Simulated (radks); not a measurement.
Charge is removed step by step from the 4d down level of Te2+, starting from [Kr] 4d(up 5, down 5) 5s2 5p2. Method: scalar-relativistic Kohn-Sham, PBE, spin-polarised, spherical densities, finite nucleus; open shells are filled with parallel spins first (spin-orbit coupling, left out, can overturn this in heavy ions); Fermi nuclear charge, rms radius 4.7423 fm; computed with a radial shooting solver on a logarithmic mesh with Libxc functionals.

[
 {"removed (e)": "0", "E - E(0) (eV)": "0.000", "eigenvalue (eV)": "-60.754", "E minus straight line (eV)": "0.000"},
 {"removed (e)": "0.125", "E - E(0) (eV)": "7.727", "eigenvalue (eV)": "-62.917", "E minus straight line (eV)": "-0.968"},
 {"removed (e)": "0.25", "E - E(0) (eV)": "15.726", "eigenvalue (eV)": "-65.101", "E minus straight line (eV)": "-1.665"},
 {"removed (e)": "0.375", "E - E(0) (eV)": "23.998", "eigenvalue (eV)": "-67.306", "E minus straight line (eV)": "-2.088"},
 {"removed (e)": "0.5", "E - E(0) (eV)": "32.548", "eigenvalue (eV)": "-69.531", "E minus straight line (eV)": "-2.234"},
 {"removed (e)": "0.625", "E - E(0) (eV)": "41.377", "eigenvalue (eV)": "-71.775", "E minus straight line (eV)": "-2.100"},
 {"removed (e)": "0.75", "E - E(0) (eV)": "50.488", "eigenvalue (eV)": "-74.039", "E minus straight line (eV)": "-1.685"},
 {"removed (e)": "0.875", "E - E(0) (eV)": "59.882", "eigenvalue (eV)": "-76.322", "E minus straight line (eV)": "-0.986"},
 {"removed (e)": "1", "E - E(0) (eV)": "69.563", "eigenvalue (eV)": "-78.622", "E minus straight line (eV)": "0.000"}
]

Removing the whole electron costs 69.563 eV by Delta-SCF, against 60.754 eV from minus the eigenvalue at the starting occupation. Slater's transition state (half an electron removed) gives 69.531 eV. Integrating minus the eigenvalue over the occupation (Janak's theorem) gives 69.583 eV. In this scalar-relativistic scheme the density is built from large components alone, so the theorem holds only approximately. The mean slope of the eigenvalue, de/dn, is 17.9 eV per electron.
